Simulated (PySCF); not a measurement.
Compound: bis(E-2-chloro-1-methyl-1-propenyl) selenide, C8H12Cl2Se.
Cartesian coordinates in Å at the PBE0-D3(BJ)/def2-SVP level; atoms count from 1:
```
atom  x, y, z in Å
C1     2.9673    0.4232    1.6064
C2     2.4952    0.5931    0.2032
Cl3    3.6056    1.5487   -0.7588
C4     1.3829    0.1034   -0.3753
C5     0.9626    0.3268   -1.7907
Se6    0.2589   -1.0814    0.6377
C7    -1.3835   -0.1122    0.3982
C8    -1.3695    1.2959    0.8958
C9    -2.4486   -0.7541   -0.1167
C10   -2.5348   -2.1421   -0.6517
Cl11  -3.9889    0.0788   -0.1944
H12    3.2381    1.4015    2.0317
H13    2.1879   -0.0410    2.2248
H14    3.8703   -0.2073    1.6393
H15    1.5519    1.1247   -2.2606
H16   -0.1048    0.5938   -1.8400
H17    1.0875   -0.5969   -2.3787
H18   -2.2588    1.8463    0.5622
H19   -0.4688    1.8217    0.5422
H20   -1.3377    1.3142    1.9974
H21   -1.5419   -2.6085   -0.6882
H22   -3.1983   -2.7588   -0.0250
H23   -2.9679   -2.1255   -1.6639
```

Theory: PBE0-D3(BJ)/def2-SVP geometry optimisation, gas phase (PySCF).

Masses are those of the commonest isotopes; rigid-rotor values at the optimised geometry. The values belong to one conformer with, in the numbering `[CH3:1]/[C:2]([Cl:3])=[C:4](/[CH3:5])[Se:6]/[C:7]([CH3:8])=[C:9](\[CH3:10])[Cl:11]`, C2–C4–Se6–C7 126°, C4–Se6–C7–C8 -59°.

**Question.** What are A, B and C (MHz)?

**Answer.** Ia = 404.47, Ib = 1699.79, Ic = 1811.22 u·Å²; 505379 MHz·u·Å²/I gives A = 1249, B = 297.3, C = 279.0 MHz.

**Question.** What kind of rotor is it?

**Answer.** A near-prolate asymmetric top; Ray's κ = -0.962.

**Question.** Is it planar, by Δ = Ic − Ia − Ib?

**Answer.** Not planar: Δ = Ic − Ia − Ib = -293.04 u·Å². For a rigid frame Δ = −2 Σ m c², so Σ m c² = 146.52 u·Å² lies off the ab plane: 38.34 from hydrogen and 108.18 from heavier atoms. The atom farthest from that plane is 2.51 Å away.

**Question.** Give the other two planar moments, Paa and Pbb, and the rms extents of the mass along the axes.

**Answer.** Paa = Σ m a² = (Ib + Ic − Ia)/2 = 1553.27 and Pbb = Σ m b² = (Ia + Ic − Ib)/2 = 257.95 u·Å². With the mass M = 257.95 u, the rms extents √(P/M) along a, b and c are 2.45, 1.00, 0.75 Å.

**Question.** Which types of transition are allowed, and where do some lines up to J = 4 fall?

**Answer.** The dipole components are |μa| = 0.01 D, |μb| = 0.61 D, |μc| = 0.02 D. Intensities carry the squares of the components, which stand as 0.00 : 1.00 : 0.00 (a : b : c). Some lines, for components of 0.1 D or more:

```tsv
type	branch	J(Ka,Kc)	MHz	lower level (cm⁻¹)
b	R	3(0,3) ← 2(1,2)	794	0.089
b	R	2(1,2) ← 1(0,1)	2087	0.019
b	Q	2(2,0) ← 2(1,1)	2857	0.091
b	Q	2(2,1) ← 2(1,2)	2911	0.089
b	Q	4(2,3) ← 4(1,4)	2976	0.221
b	R	4(1,4) ← 3(0,3)	3176	0.115
b	R	2(2,0) ← 1(1,1)	4046	0.051
b	R	4(2,3) ← 3(1,2)	5134	0.149
b	R	3(3,0) ← 2(2,1)	6536	0.186
b	R	4(3,2) ← 3(2,1)	7111	0.244
```

Whether it is a minimum is left open (no frequencies). These are rigid-rotor constants of the computed structure; measured ground-state constants (B0) also hold zero-point vibration. A rigid rotor knows nothing of internal rotation, which can split or shift real lines. Quadrupole hyperfine structure (35Cl) is left out.

On an Arm Neoverse V1 with one thread (shared host), this took 16 min wall and 1.7 GiB of memory at its peak. This is the geometry optimisation.
